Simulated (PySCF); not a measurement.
A calculated (r2SCAN, PySCF 2.14, x2c-TZVPPall, the spin-free X2C one-electron Hamiltonian (Gaussian nucleus)) atom or ion has these occupied shells.

| shell | electrons | orbital energy (eV) | rms radius, mean of both spins (bohr) |
| --- | --- | --- | --- |
| 1s | 2 | -61.919 | 0.672 |

Question: Name the element and its charge.

Answer: Li⁺ (lithium, charge +1), in 1s2, closed-shell 1S.
